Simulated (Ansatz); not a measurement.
A short molecular-dynamics run on BClH₅NOSi, SMILES `NB(O)[SiH2]Cl`.

```yaml
crystal:
  periodic: [false, false, false]
  atoms:
    - {symbol: N, position_ang: [-1.083788, -1.190477, -0.353400]}
    - {symbol: B, position_ang: [0.103353, -0.663653, 0.153174]}
    - {symbol: O, position_ang: [0.999061, -1.525934, 0.737061]}
    - {symbol: Si, position_ang: [0.411523, 1.337259, -0.013815]}
    - {symbol: Cl, position_ang: [-1.224000, 2.189643, -0.965915]}
    - {symbol: H, position_ang: [-1.783818, -0.619707, -0.793286]}
    - {symbol: H, position_ang: [-1.305472, -2.172086, -0.306735]}
    - {symbol: H, position_ang: [1.796974, -1.114373, 1.067932]}
    - {symbol: H, position_ang: [0.556155, 2.023828, 1.298815]}
    - {symbol: H, position_ang: [1.613112, 1.684201, -0.820732]}
basis:
  gaussian: {orbitals: "6-31G*"}
hamiltonian: {xc: {name: BLYP}, dispersion: d3bjatm}
md: {timestep: 0.5 fs, n_steps: 50, ensemble: nve, temperature: 1000, initial_velocities: maxwell_boltzmann, seed: 445}
```

```sh
$ ansatz run in.yaml --threads 4 --pin off --events-out ev --progress --plain --max-ram 10444MiB
```

```json
{"step": "0", "time (fs)": "0.0", "potential energy (eV)": "-24696.2391", "kinetic (eV)": "1.0341", "T (K)": "1000", "conserved (eV)": "-24695.2050"}
{"step": "1", "time (fs)": "0.5", "potential energy (eV)": "-24696.1910", "kinetic (eV)": "0.9870", "T (K)": "955", "conserved (eV)": "-24695.2040"}
{"step": "2", "time (fs)": "1.0", "potential energy (eV)": "-24696.1263", "kinetic (eV)": "0.9236", "T (K)": "893", "conserved (eV)": "-24695.2027"}
{"step": "3", "time (fs)": "1.5", "potential energy (eV)": "-24696.0649", "kinetic (eV)": "0.8632", "T (K)": "835", "conserved (eV)": "-24695.2018"}
{"step": "4", "time (fs)": "2.0", "potential energy (eV)": "-24696.0211", "kinetic (eV)": "0.8193", "T (K)": "792", "conserved (eV)": "-24695.2018"}
{"step": "5", "time (fs)": "2.5", "potential energy (eV)": "-24695.9951", "kinetic (eV)": "0.7925", "T (K)": "766", "conserved (eV)": "-24695.2026"}
{"step": "6", "time (fs)": "3.0", "potential energy (eV)": "-24695.9746", "kinetic (eV)": "0.7709", "T (K)": "746", "conserved (eV)": "-24695.2037"}
{"step": "7", "time (fs)": "3.5", "potential energy (eV)": "-24695.9448", "kinetic (eV)": "0.7407", "T (K)": "716", "conserved (eV)": "-24695.2041"}
{"step": "8", "time (fs)": "4.0", "potential energy (eV)": "-24695.8985", "kinetic (eV)": "0.6946", "T (K)": "672", "conserved (eV)": "-24695.2039"}
{"step": "9", "time (fs)": "4.5", "potential energy (eV)": "-24695.8389", "kinetic (eV)": "0.6356", "T (K)": "615", "conserved (eV)": "-24695.2033"}
{"step": "10", "time (fs)": "5.0", "potential energy (eV)": "-24695.7752", "kinetic (eV)": "0.5726", "T (K)": "554", "conserved (eV)": "-24695.2026"}
{"step": "11", "time (fs)": "5.5", "potential energy (eV)": "-24695.7177", "kinetic (eV)": "0.5156", "T (K)": "499", "conserved (eV)": "-24695.2022"}
{"step": "12", "time (fs)": "6.0", "potential energy (eV)": "-24695.6731", "kinetic (eV)": "0.4711", "T (K)": "456", "conserved (eV)": "-24695.2021"}
{"step": "13", "time (fs)": "6.5", "potential energy (eV)": "-24695.6430", "kinetic (eV)": "0.4408", "T (K)": "426", "conserved (eV)": "-24695.2022"}
{"step": "14", "time (fs)": "7.0", "potential energy (eV)": "-24695.6245", "kinetic (eV)": "0.4219", "T (K)": "408", "conserved (eV)": "-24695.2026"}
{"step": "15", "time (fs)": "7.5", "potential energy (eV)": "-24695.6121", "kinetic (eV)": "0.4091", "T (K)": "396", "conserved (eV)": "-24695.2029"}
{"step": "16", "time (fs)": "8.0", "potential energy (eV)": "-24695.6004", "kinetic (eV)": "0.3972", "T (K)": "384", "conserved (eV)": "-24695.2032"}
{"step": "17", "time (fs)": "8.5", "potential energy (eV)": "-24695.5861", "kinetic (eV)": "0.3828", "T (K)": "370", "conserved (eV)": "-24695.2033"}
{"step": "18", "time (fs)": "9.0", "potential energy (eV)": "-24695.5677", "kinetic (eV)": "0.3643", "T (K)": "352", "conserved (eV)": "-24695.2034"}
{"step": "19", "time (fs)": "9.5", "potential energy (eV)": "-24695.5435", "kinetic (eV)": "0.3400", "T (K)": "329", "conserved (eV)": "-24695.2036"}
{"step": "20", "time (fs)": "10.0", "potential energy (eV)": "-24695.5117", "kinetic (eV)": "0.3082", "T (K)": "298", "conserved (eV)": "-24695.2036"}
{"step": "21", "time (fs)": "10.5", "potential energy (eV)": "-24695.4733", "kinetic (eV)": "0.2703", "T (K)": "261", "conserved (eV)": "-24695.2031"}
{"step": "22", "time (fs)": "11.0", "potential energy (eV)": "-24695.4367", "kinetic (eV)": "0.2346", "T (K)": "227", "conserved (eV)": "-24695.2021"}
{"step": "23", "time (fs)": "11.5", "potential energy (eV)": "-24695.4161", "kinetic (eV)": "0.2147", "T (K)": "208", "conserved (eV)": "-24695.2014"}
{"step": "24", "time (fs)": "12.0", "potential energy (eV)": "-24695.4222", "kinetic (eV)": "0.2207", "T (K)": "213", "conserved (eV)": "-24695.2015"}
{"step": "25", "time (fs)": "12.5", "potential energy (eV)": "-24695.4537", "kinetic (eV)": "0.2514", "T (K)": "243", "conserved (eV)": "-24695.2023"}
{"step": "26", "time (fs)": "13.0", "potential energy (eV)": "-24695.4984", "kinetic (eV)": "0.2952", "T (K)": "285", "conserved (eV)": "-24695.2032"}
{"step": "27", "time (fs)": "13.5", "potential energy (eV)": "-24695.5415", "kinetic (eV)": "0.3378", "T (K)": "327", "conserved (eV)": "-24695.2037"}
{"step": "28", "time (fs)": "14.0", "potential energy (eV)": "-24695.5740", "kinetic (eV)": "0.3703", "T (K)": "358", "conserved (eV)": "-24695.2037"}
{"step": "29", "time (fs)": "14.5", "potential energy (eV)": "-24695.5946", "kinetic (eV)": "0.3912", "T (K)": "378", "conserved (eV)": "-24695.2034"}
{"step": "30", "time (fs)": "15.0", "potential energy (eV)": "-24695.6072", "kinetic (eV)": "0.4041", "T (K)": "391", "conserved (eV)": "-24695.2031"}
{"step": "31", "time (fs)": "15.5", "potential energy (eV)": "-24695.6171", "kinetic (eV)": "0.4144", "T (K)": "401", "conserved (eV)": "-24695.2027"}
{"step": "32", "time (fs)": "16.0", "potential energy (eV)": "-24695.6292", "kinetic (eV)": "0.4268", "T (K)": "413", "conserved (eV)": "-24695.2025"}
{"step": "33", "time (fs)": "16.5", "potential energy (eV)": "-24695.6477", "kinetic (eV)": "0.4454", "T (K)": "431", "conserved (eV)": "-24695.2023"}
{"step": "34", "time (fs)": "17.0", "potential energy (eV)": "-24695.6758", "kinetic (eV)": "0.4738", "T (K)": "458", "conserved (eV)": "-24695.2021"}
{"step": "35", "time (fs)": "17.5", "potential energy (eV)": "-24695.7164", "kinetic (eV)": "0.5144", "T (K)": "497", "conserved (eV)": "-24695.2020"}
{"step": "36", "time (fs)": "18.0", "potential energy (eV)": "-24695.7692", "kinetic (eV)": "0.5669", "T (K)": "548", "conserved (eV)": "-24695.2024"}
{"step": "37", "time (fs)": "18.5", "potential energy (eV)": "-24695.8291", "kinetic (eV)": "0.6260", "T (K)": "605", "conserved (eV)": "-24695.2031"}
{"step": "38", "time (fs)": "19.0", "potential energy (eV)": "-24695.8854", "kinetic (eV)": "0.6814", "T (K)": "659", "conserved (eV)": "-24695.2040"}
{"step": "39", "time (fs)": "19.5", "potential energy (eV)": "-24695.9247", "kinetic (eV)": "0.7201", "T (K)": "696", "conserved (eV)": "-24695.2047"}
{"step": "40", "time (fs)": "20.0", "potential energy (eV)": "-24695.9378", "kinetic (eV)": "0.7331", "T (K)": "709", "conserved (eV)": "-24695.2047"}
{"step": "41", "time (fs)": "20.5", "potential energy (eV)": "-24695.9253", "kinetic (eV)": "0.7214", "T (K)": "698", "conserved (eV)": "-24695.2039"}
{"step": "42", "time (fs)": "21.0", "potential energy (eV)": "-24695.9001", "kinetic (eV)": "0.6974", "T (K)": "674", "conserved (eV)": "-24695.2027"}
{"step": "43", "time (fs)": "21.5", "potential energy (eV)": "-24695.8810", "kinetic (eV)": "0.6791", "T (K)": "657", "conserved (eV)": "-24695.2019"}
{"step": "44", "time (fs)": "22.0", "potential energy (eV)": "-24695.8812", "kinetic (eV)": "0.6792", "T (K)": "657", "conserved (eV)": "-24695.2020"}
{"step": "45", "time (fs)": "22.5", "potential energy (eV)": "-24695.8993", "kinetic (eV)": "0.6964", "T (K)": "673", "conserved (eV)": "-24695.2029"}
{"step": "46", "time (fs)": "23.0", "potential energy (eV)": "-24695.9218", "kinetic (eV)": "0.7179", "T (K)": "694", "conserved (eV)": "-24695.2039"}
{"step": "47", "time (fs)": "23.5", "potential energy (eV)": "-24695.9332", "kinetic (eV)": "0.7288", "T (K)": "705", "conserved (eV)": "-24695.2044"}
{"step": "48", "time (fs)": "24.0", "potential energy (eV)": "-24695.9245", "kinetic (eV)": "0.7201", "T (K)": "696", "conserved (eV)": "-24695.2044"}
{"step": "49", "time (fs)": "24.5", "potential energy (eV)": "-24695.8957", "kinetic (eV)": "0.6918", "T (K)": "669", "conserved (eV)": "-24695.2040"}
{"step": "50", "time (fs)": "25.0", "potential energy (eV)": "-24695.8528", "kinetic (eV)": "0.6494", "T (K)": "628", "conserved (eV)": "-24695.2034"}
```

Velocities are drawn at the set temperature; a run this short doesn't reach equilibrium.

Frames (Å, forces in eV/Å):

```xyz
10
time=0.0 fs
N    -1.084   -1.190   -0.353   -0.040    0.062   -0.030
B     0.103   -0.664    0.153    0.189    0.487    0.015
O     0.999   -1.526    0.737   -0.288   -0.861   -0.005
Si    0.412    1.337   -0.014    0.381   -0.381    0.251
Cl   -1.224    2.190   -0.966   -0.622    0.356   -0.367
H    -1.784   -0.620   -0.793   -0.426    0.296   -0.260
H    -1.305   -2.172   -0.307   -0.147   -0.572    0.019
H     1.797   -1.114    1.068    0.720    0.431    0.289
H     0.556    2.024    1.299    0.054    0.111    0.170
H     1.613    1.684   -0.821    0.179    0.071   -0.082
10
time=1.5 fs
N    -1.081   -1.189   -0.369    1.059    2.187    0.013
B     0.106   -0.668    0.158    0.024    1.094   -0.266
O     0.994   -1.512    0.737    0.039   -1.571    0.297
Si    0.409    1.340   -0.013    0.240   -0.985   -0.211
Cl   -1.222    2.184   -0.965   -0.771    0.453   -0.336
H    -1.784   -0.574   -0.720   -0.740    0.373   -0.405
H    -1.320   -2.115   -0.261   -0.877   -2.830    0.213
H     1.833   -1.213    1.091    0.478    0.609    0.130
H     0.592    1.964    1.285    0.092    0.531    0.763
H     1.570    1.688   -0.848    0.456    0.140   -0.198
10
time=3.0 fs
N    -1.077   -1.185   -0.384    0.346    1.581   -0.103
B     0.108   -0.669    0.163   -0.117    1.560   -0.523
O     0.989   -1.501    0.737    1.468   -1.911    1.062
Si    0.407    1.341   -0.012    0.270   -1.298   -0.471
Cl   -1.221    2.178   -0.964   -0.905    0.546   -0.297
H    -1.799   -0.522   -0.655   -0.227   -0.241   -0.163
H    -1.353   -2.113   -0.212   -0.694   -1.639    0.142
H     1.877   -1.299    1.116   -0.816    0.496   -0.469
H     0.630    1.915    1.287    0.114    0.749    1.022
H     1.537    1.696   -0.880    0.561    0.157   -0.199
10
time=4.5 fs
N    -1.072   -1.178   -0.400   -1.173   -0.273    0.286
B     0.110   -0.668    0.166   -0.188    1.730   -0.669
O     0.987   -1.492    0.738    2.314   -2.265    1.533
Si    0.406    1.342   -0.012    0.554   -1.228   -0.355
Cl   -1.220    2.173   -0.963   -1.012    0.625   -0.255
H    -1.819   -0.476   -0.594    0.433   -0.943   -0.011
H    -1.399   -2.144   -0.161    0.140    0.938   -0.377
H     1.905   -1.374    1.132   -1.592    0.610   -0.837
H     0.670    1.881    1.311    0.051    0.699    0.734
H     1.515    1.706   -0.915    0.473    0.108   -0.049
10
time=6.0 fs
N    -1.069   -1.172   -0.415   -2.003   -1.146    0.797
B     0.111   -0.663    0.169   -0.159    1.521   -0.683
O     0.987   -1.486    0.742    1.806   -2.419    1.338
Si    0.404    1.341   -0.011    1.005   -0.903   -0.005
Cl   -1.220    2.168   -0.963   -1.084    0.679   -0.210
H    -1.829   -0.448   -0.533    0.700   -1.188   -0.093
H    -1.442   -2.158   -0.117    0.735    2.130   -0.766
H     1.900   -1.436    1.130   -1.175    0.814   -0.677
H     0.711    1.863    1.349   -0.097    0.498    0.100
H     1.503    1.719   -0.952    0.271    0.013    0.197
10
time=7.5 fs
N    -1.070   -1.167   -0.429   -1.836   -1.197    1.182
B     0.113   -0.656    0.169   -0.042    1.011   -0.614
O     0.989   -1.484    0.747   -0.079   -2.224    0.490
Si    0.404    1.340   -0.011    1.444   -0.507    0.324
Cl   -1.221    2.164   -0.962   -1.117    0.703   -0.162
H    -1.826   -0.446   -0.475    0.454   -0.836   -0.311
H    -1.470   -2.128   -0.089    0.921    1.937   -0.835
H     1.873   -1.480    1.114    0.452    0.910    0.003
H     0.750    1.855    1.390   -0.265    0.295   -0.519
H     1.498    1.732   -0.984    0.068   -0.091    0.441
10
time=9.0 fs
N    -1.072   -1.164   -0.441   -0.709   -0.438    1.156
B     0.114   -0.646    0.169    0.100    0.400   -0.538
O     0.992   -1.484    0.753   -1.919   -1.827   -0.332
Si    0.405    1.339   -0.011    1.736   -0.151    0.515
Cl   -1.222    2.160   -0.962   -1.114    0.699   -0.112
H    -1.814   -0.460   -0.423   -0.187    0.005   -0.525
H    -1.480   -2.058   -0.078    0.596    0.449   -0.444
H     1.854   -1.505    1.099    1.953    0.878    0.599
H     0.783    1.853    1.420   -0.397    0.157   -0.924
H     1.493    1.743   -1.007   -0.061   -0.174    0.605
10
time=10.5 fs
N    -1.076   -1.162   -0.451    0.890    1.354    0.509
B     0.116   -0.635    0.168    0.212   -0.139   -0.487
O     0.992   -1.487    0.759   -1.430   -1.559   -0.188
Si    0.407    1.337   -0.010    1.831    0.122    0.561
Cl   -1.224    2.157   -0.962   -1.077    0.679   -0.061
H    -1.805   -0.475   -0.382   -0.737    0.810   -0.647
H    -1.477   -1.980   -0.076   -0.275   -2.053    0.487
H     1.874   -1.511    1.095    1.143    0.910    0.252
H     0.808    1.855    1.431   -0.472    0.091   -1.076
H     1.488    1.750   -1.017   -0.085   -0.216    0.651
10
time=12.0 fs
N    -1.079   -1.157   -0.460    1.238    2.319    0.282
B     0.117   -0.625    0.165    0.297   -0.581   -0.417
O     0.990   -1.492    0.764    0.159   -1.359    0.337
Si    0.410    1.336   -0.009    1.725    0.288    0.480
Cl   -1.226    2.154   -0.962   -1.012    0.648   -0.011
H    -1.811   -0.473   -0.356   -0.605    0.853   -0.723
H    -1.479   -1.944   -0.065   -0.596   -3.002    0.910
H     1.917   -1.497    1.095   -0.719    0.946   -0.441
H     0.822    1.860    1.418   -0.484    0.095   -0.985
H     1.481    1.753   -1.013   -0.003   -0.209    0.568
10
time=13.5 fs
N    -1.080   -1.149   -0.469   -0.181    1.065    1.335
B     0.120   -0.616    0.162    0.344   -0.994   -0.294
O     0.988   -1.499    0.770    0.858   -1.016    0.459
Si    0.415    1.335   -0.007    1.429    0.329    0.260
Cl   -1.230    2.151   -0.962   -0.919    0.606    0.036
H    -1.829   -0.454   -0.344    0.048    0.203   -0.783
H    -1.492   -1.967   -0.036    0.312   -1.064   -0.017
H     1.946   -1.463    1.087   -1.634    0.848   -0.718
H     0.827    1.866    1.385   -0.428    0.177   -0.645
H     1.474    1.751   -0.998    0.172   -0.154    0.365
10
time=15.0 fs
N    -1.081   -1.140   -0.476   -1.284   -0.212    2.311
B     0.123   -0.609    0.158    0.293   -1.410   -0.162
O     0.988   -1.507    0.777    0.388   -0.585    0.138
Si    0.420    1.334   -0.005    0.982    0.241   -0.122
Cl   -1.233    2.149   -0.961   -0.800    0.550    0.079
H    -1.847   -0.431   -0.350    0.573   -0.449   -0.770
H    -1.499   -2.014   -0.007    1.049    0.901   -0.953
H     1.942   -1.411    1.064   -1.299    0.688   -0.542
H     0.822    1.876    1.338   -0.301    0.345   -0.065
H     1.471    1.746   -0.974    0.399   -0.070    0.086
10
time=16.5 fs
N    -1.084   -1.131   -0.479   -1.238   -0.757    2.613
B     0.127   -0.605    0.154    0.111   -1.763   -0.086
O     0.988   -1.517    0.783   -0.915   -0.287   -0.420
Si    0.427    1.333   -0.003    0.503    0.076   -0.616
Cl   -1.238    2.147   -0.961   -0.660    0.479    0.113
H    -1.853   -0.417   -0.372    0.629   -0.683   -0.667
H    -1.484   -2.043    0.002    1.131    1.710   -1.285
H     1.911   -1.344    1.030   -0.016    0.648   -0.095
H     0.811    1.894    1.291   -0.138    0.567    0.623
H     1.476    1.740   -0.949    0.593    0.011   -0.180
10
time=18.0 fs
N    -1.089   -1.123   -0.479   -0.200   -0.737    2.344
B     0.131   -0.604    0.149   -0.194   -1.947   -0.090
O     0.986   -1.526    0.789   -1.753   -0.115   -0.783
Si    0.434    1.332   -0.002    0.193   -0.014   -1.007
Cl   -1.242    2.145   -0.961   -0.506    0.394    0.136
H    -1.846   -0.416   -0.408    0.193   -0.430   -0.514
H    -1.446   -2.037   -0.016    0.709    1.428   -1.081
H     1.879   -1.263    0.994    0.939    0.659    0.220
H     0.797    1.924    1.256   -0.028    0.716    1.096
H     1.494    1.733   -0.927    0.647    0.045   -0.320
10
time=19.5 fs
N    -1.094   -1.116   -0.475    1.479    0.259    1.505
B     0.134   -0.607    0.145   -0.558   -1.903   -0.139
O     0.983   -1.536    0.794   -0.837    0.485   -0.709
Si    0.441    1.331   -0.002    0.187    0.144   -1.038
Cl   -1.247    2.143   -0.960   -0.346    0.306    0.145
H    -1.836   -0.425   -0.456   -0.489    0.093   -0.393
H    -1.393   -2.002   -0.056   -0.157   -0.170   -0.304
H     1.865   -1.169    0.962    0.265    0.146    0.173
H     0.782    1.969    1.244   -0.048    0.623    1.040
H     1.525    1.728   -0.912    0.503    0.017   -0.280
10
time=21.0 fs
N    -1.097   -1.108   -0.468    2.756    2.158    0.501
B     0.137   -0.614    0.140   -0.877   -1.653   -0.152
O     0.978   -1.545    0.798    0.619    1.449   -0.563
Si    0.448    1.331   -0.002    0.404    0.544   -0.724
Cl   -1.252    2.142   -0.960   -0.189    0.224    0.140
H    -1.835   -0.432   -0.512   -0.810    0.318   -0.335
H    -1.344   -1.973   -0.103   -1.070   -2.446    0.622
H     1.856   -1.072    0.933   -0.884   -0.811    0.102
H     0.765    2.027    1.253   -0.158    0.269    0.516
H     1.568    1.723   -0.903    0.210   -0.052   -0.107
10
time=22.5 fs
N    -1.096   -1.098   -0.461    2.268    2.055    0.491
B     0.137   -0.624    0.135   -1.062   -1.259   -0.075
O     0.974   -1.552    0.802    1.275    2.094   -0.560
Si    0.456    1.330   -0.003    0.638    0.987   -0.315
Cl   -1.258    2.141   -0.959   -0.044    0.155    0.125
H    -1.851   -0.433   -0.575   -0.384   -0.071   -0.223
H    -1.316   -1.991   -0.138   -1.094   -2.161    0.390
H     1.829   -0.992    0.907   -1.222   -1.505    0.195
H     0.746    2.090    1.274   -0.254   -0.180   -0.120
H     1.614    1.716   -0.896   -0.121   -0.117    0.093
10
time=24.0 fs
N    -1.091   -1.084   -0.452    0.625   -0.196    0.879
B     0.136   -0.637    0.129   -1.054   -0.783    0.085
O     0.972   -1.556    0.804    0.942    2.042   -0.661
Si    0.464    1.331   -0.004    0.742    1.287   -0.001
Cl   -1.263    2.140   -0.959    0.087    0.098    0.103
H    -1.874   -0.436   -0.642    0.402   -0.620    0.010
H    -1.311   -2.053   -0.165   -0.491    0.404   -0.457
H     1.778   -0.944    0.886   -0.590   -1.530    0.401
H     0.721    2.150    1.292   -0.279   -0.555   -0.594
H     1.658    1.708   -0.887   -0.385   -0.146    0.235
10
time=25.0 fs
N    -1.088   -1.075   -0.446   -0.419   -1.472    0.799
B     0.134   -0.646    0.126   -0.922   -0.436    0.218
O     0.971   -1.557    0.805    0.222    1.535   -0.758
Si    0.469    1.332   -0.005    0.713    1.370    0.134
Cl   -1.266    2.139   -0.958    0.168    0.063    0.087
H    -1.886   -0.444   -0.688    0.829   -0.806    0.179
H    -1.314   -2.092   -0.188   -0.146    1.696   -0.730
H     1.735   -0.930    0.876    0.306   -1.083    0.571
H     0.701    2.184    1.298   -0.256   -0.726   -0.775
H     1.683    1.700   -0.878   -0.496   -0.141    0.277
```

It took 52 s on 4 threads of an Arm Neoverse V1 on a shared host, with 0.14 GiB of host memory at the peak.
